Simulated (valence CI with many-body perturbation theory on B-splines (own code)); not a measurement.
E1 line list for Ir⁵⁺

Method: relativistic CI+MBPT: four valence electrons over a frozen Dirac-Fock core [Xe] 4f14, a basis of 7 s, 7 p, 8 d, 6 f, 4 g, 1 h functions for each j, with the one-electron correlation potential Σ1, the two-electron term Σ2, the three-electron term Σ3, Breit, model QED; selected CI, second order for the rest, scaled by the run's own slope (own B-spline code, finite nucleus).

No measured levels were compared; by estimate terms of the open shell hold to 2 to 4 % of their energy, and close levels can change places; different configurations can be misplaced against each other by 1,000 to 8,000 cm⁻¹. The list stops below the first excitations out of the core.

Lines 151 to 200 of 600 in falling wavelength, among levels below 290280 cm⁻¹, chosen from the strongest by gf and those to the six lowest levels. Wavelengths and rates use the calculated energies, so an error of 2000 cm⁻¹ moves a line at 1049 Å by 2.1 % and its rate by three times that or more. Electric multipoles are in the length gauge, E1 and E2 with the static RPA response of the core. Weak lines are less certain than strong ones. Lines between different terms over intervals too small for the method are left out, as are lines whose strength nearly cancels. Where a level lies close to another of its J and parity, the split of strength between their lines is uncertain. The highest levels of a list are the least certain.

Levels are named by their leading jj configuration (3d3/2^4 stands for four electrons in 3d with j = 3/2), which in mixed levels can hold well under half, so a name can repeat and another be missing. Letters in brackets count levels of one name in rising energy.

```
λ vac (Å)                          Upper                       Lower   A (s⁻¹)  S (a.u.) with core polarisation  S without
     1049  (5d3/2^2 5d5/2 6p3/2) J=3 [d]  (5d3/2^2 5d5/2 6s) J=4 [b]  5.10e+08                         2.04e+00   2.47e+00
     1049  (5d3/2 5d5/2^2 6p3/2) J=3 [g]        (5d5/2^3 6s) J=2 [a]  1.73e+08                         6.92e-01   8.41e-01
     1048  (5d3/2^2 5d5/2 6p3/2) J=4 [b]  (5d3/2^2 5d5/2 6s) J=3 [b]  5.69e+08                         2.91e+00   3.48e+00
     1047  (5d3/2^2 5d5/2 6p3/2) J=4 [c]  (5d3/2^2 5d5/2 6s) J=4 [b]  9.23e+08                         4.71e+00   5.69e+00
     1045            (5d5/2^3 6p3/2) J=3  (5d3/2 5d5/2^2 6s) J=3 [e]  4.33e+08                         1.71e+00   2.05e+00
     1045  (5d3/2 5d5/2^2 6p1/2) J=4 [a]  (5d3/2^2 5d5/2 6s) J=3 [a]  2.29e+08                         1.16e+00   1.42e+00
     1044  (5d3/2 5d5/2^2 6p3/2) J=4 [e]  (5d3/2 5d5/2^2 6s) J=5 [b]  2.76e+08                         1.39e+00   1.69e+00
     1044  (5d3/2 5d5/2^2 6p1/2) J=2 [d]  (5d3/2^2 5d5/2 6s) J=1 [b]  2.60e+08                         7.30e-01   8.82e-01
     1043        (5d5/2^3 6p3/2) J=2 [a]  (5d3/2^2 5d5/2 6s) J=2 [c]  4.47e+08                         1.25e+00   1.53e+00
     1042  (5d3/2 5d5/2^2 6p3/2) J=5 [b]  (5d3/2 5d5/2^2 6s) J=4 [a]  2.72e+08                         1.67e+00   2.00e+00
     1039        (5d5/2^3 6p3/2) J=4 [a]            (5d5/2^3 6s) J=4  9.66e+08                         4.81e+00   5.82e+00
     1038  (5d3/2^2 5d5/2 6p3/2) J=3 [a]  (5d3/2^2 5d5/2 6s) J=2 [a]  5.11e+08                         1.97e+00   2.36e+00
     1037  (5d3/2 5d5/2^2 6p3/2) J=1 [a]  (5d3/2 5d5/2^2 6s) J=1 [a]  5.67e+08                         9.36e-01   1.14e+00
     1037  (5d3/2 5d5/2^2 6p3/2) J=3 [d]  (5d3/2 5d5/2^2 6s) J=2 [b]  6.80e+08                         2.62e+00   3.13e+00
     1036  (5d3/2 5d5/2^2 6p3/2) J=4 [a]  (5d3/2 5d5/2^2 6s) J=3 [b]  3.70e+08                         1.83e+00   2.21e+00
     1036  (5d3/2 5d5/2^2 6p3/2) J=4 [g]  (5d3/2 5d5/2^2 6s) J=3 [e]  9.45e+08                         4.66e+00   5.59e+00
     1034  (5d3/2 5d5/2^2 6p3/2) J=3 [j]        (5d5/2^3 6s) J=2 [b]  1.25e+09                         4.78e+00   5.74e+00
     1034  (5d3/2 5d5/2^2 6p3/2) J=3 [b]  (5d3/2 5d5/2^2 6s) J=4 [a]  2.22e+08                         8.46e-01   1.03e+00
     1033  (5d3/2 5d5/2^2 6p3/2) J=1 [d]  (5d3/2 5d5/2^2 6s) J=2 [c]  7.95e+08                         1.30e+00   1.56e+00
     1033  (5d3/2^2 5d5/2 6p3/2) J=3 [b]  (5d3/2^2 5d5/2 6s) J=2 [b]  5.96e+08                         2.27e+00   2.74e+00
     1032  (5d3/2 5d5/2^2 6p3/2) J=3 [a]  (5d3/2 5d5/2^2 6s) J=2 [a]  8.31e+08                         3.16e+00   3.82e+00
     1031            (5d5/2^3 6p3/2) J=5  (5d3/2 5d5/2^2 6s) J=5 [b]  2.14e+08                         1.27e+00   1.55e+00
     1030  (5d3/2 5d5/2^2 6p3/2) J=4 [a]  (5d3/2^2 5d5/2 6s) J=4 [c]  4.37e+08                         2.12e+00   2.57e+00
     1029  (5d3/2 5d5/2^2 6p3/2) J=3 [f]  (5d3/2^2 5d5/2 6s) J=2 [c]  2.41e+08                         9.08e-01   1.09e+00
     1029  (5d3/2^2 5d5/2 6p3/2) J=3 [d]  (5d3/2^2 5d5/2 6s) J=3 [b]  1.91e+08                         7.17e-01   8.62e-01
     1029  (5d3/2 5d5/2^2 6p3/2) J=3 [i]            (5d5/2^3 6s) J=3  5.46e+08                         2.05e+00   2.50e+00
     1028  (5d3/2 5d5/2^2 6p3/2) J=4 [c]  (5d3/2 5d5/2^2 6s) J=4 [a]  8.64e+08                         4.17e+00   5.02e+00
     1027      (5d3/2 5d5/2^2 6p3/2) J=6      (5d3/2 5d5/2^2 6s) J=6  8.82e+08                         6.13e+00   7.47e+00
     1027  (5d3/2 5d5/2^2 6p1/2) J=6 [a]  (5d3/2^2 5d5/2 6s) J=5 [a]  8.02e+08                         5.57e+00   6.77e+00
     1027  (5d3/2 5d5/2^2 6p3/2) J=3 [h]  (5d3/2 5d5/2^2 6s) J=3 [e]  8.70e+08                         3.25e+00   3.91e+00
     1026  (5d3/2 5d5/2^2 6p1/2) J=3 [c]  (5d3/2^2 5d5/2 6s) J=4 [b]  2.53e+08                         9.43e-01   1.14e+00
     1026  (5d3/2 5d5/2^2 6p3/2) J=5 [c]  (5d3/2 5d5/2^2 6s) J=5 [a]  2.20e+08                         1.29e+00   1.55e+00
     1026  (5d3/2 5d5/2^2 6p3/2) J=1 [c]      (5d3/2 5d5/2^2 6s) J=0  4.41e+08                         7.04e-01   8.42e-01
     1024  (5d3/2^2 5d5/2 6p3/2) J=4 [a]  (5d3/2^2 5d5/2 6s) J=4 [a]  2.48e+08                         1.18e+00   1.45e+00
     1023        (5d5/2^3 6p1/2) J=2 [b]  (5d3/2 5d5/2^2 6s) J=3 [e]  2.90e+08                         7.66e-01   9.25e-01
     1022  (5d3/2 5d5/2^2 6p1/2) J=3 [a]  (5d3/2^2 5d5/2 6s) J=3 [a]  2.31e+08                         8.52e-01   1.04e+00
     1022  (5d3/2 5d5/2^2 6p3/2) J=1 [e]            (5d5/2^3 6s) J=1  4.30e+08                         6.79e-01   8.16e-01
     1021        (5d5/2^3 6p1/2) J=2 [b]            (5d5/2^3 6s) J=1  2.52e+08                         6.61e-01   7.95e-01
     1020            (5d5/2^3 6p3/2) J=6  (5d3/2 5d5/2^2 6s) J=5 [b]  1.79e+09                         1.22e+01   1.47e+01
     1020  (5d3/2 5d5/2^2 6p3/2) J=5 [a]  (5d3/2^2 5d5/2 6s) J=4 [c]  1.04e+09                         5.98e+00   7.20e+00
     1020  (5d3/2 5d5/2^2 6p3/2) J=4 [d]  (5d3/2 5d5/2^2 6s) J=3 [c]  1.68e+09                         7.92e+00   9.58e+00
     1019  (5d3/2^2 5d5/2 6p3/2) J=1 [c]      (5d3/2^2 5d5/2 6s) J=0  6.16e+08                         9.67e-01   1.16e+00
     1019  (5d3/2 5d5/2^2 6p3/2) J=4 [b]  (5d3/2 5d5/2^2 6s) J=3 [b]  1.47e+08                         6.92e-01   8.32e-01
     1018  (5d3/2^2 5d5/2 6p3/2) J=5 [b]  (5d3/2^2 5d5/2 6s) J=4 [b]  7.82e+08                         4.49e+00   5.37e+00
     1017  (5d3/2^2 5d5/2 6p3/2) J=2 [a]  (5d3/2^2 5d5/2 6s) J=2 [a]  3.64e+08                         9.47e-01   1.13e+00
     1016  (5d3/2 5d5/2^2 6p3/2) J=3 [i]  (5d3/2 5d5/2^2 6s) J=2 [d]  1.53e+09                         5.55e+00   6.74e+00
     1016  (5d3/2 5d5/2^2 6p3/2) J=2 [d]  (5d3/2 5d5/2^2 6s) J=1 [b]  4.79e+08                         1.24e+00   1.49e+00
     1016  (5d3/2^2 5d5/2 6p3/2) J=3 [c]  (5d3/2^2 5d5/2 6s) J=2 [b]  3.41e+08                         1.23e+00   1.50e+00
     1015  (5d3/2 5d5/2^2 6p3/2) J=2 [i]  (5d3/2 5d5/2^2 6s) J=1 [c]  9.03e+08                         2.33e+00   2.83e+00
     1015  (5d3/2 5d5/2^2 6p3/2) J=2 [b]  (5d3/2 5d5/2^2 6s) J=2 [a]  3.67e+08                         9.47e-01   1.15e+00
```
